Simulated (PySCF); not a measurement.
Working out the ionisation energy of Co⁺

Co⁺ [Ar] 3d8 (3F) → Co²⁺ [Ar] 3d7 (4F). All numbers are calculated (PySCF 2.14, scalar relativity by spin-free X2C-1e, in x2c-TZVPPall with one added diffuse shell each of s, p, d, f type (7s6p5d3f1g, 80 functions)). Frozen: [Ar]. Energies in hartree (1 hartree = 27.21139 eV):

| part | Co⁺ (lower) | Co²⁺ (upper) |
| --- | --- | --- |
| UHF | -1391.567070 | -1391.045216 |
| CCSD correlation | -0.259470 | -0.177923 |
| (T) | -0.009404 | -0.003324 |

What does Hartree-Fock give?

(-1391.045216) − (-1391.567070) = 0.521854 hartree = 14.200 eV.

What do CCSD and CCSD(T) give?

The CCSD correlation energies differ by 0.081547 hartree = 2.219 eV and the triples by 0.006080 hartree = 0.165 eV, so CCSD gives 16.419 eV and CCSD(T) 16.584 eV.

Reference: 17.084 eV (measured; NIST Atomic Spectra Database, ionization energies), between the lowest levels; spin-orbit coupling is absent from the calculation.

What remains against the reference includes basis incompleteness, the frozen core and higher excitations.
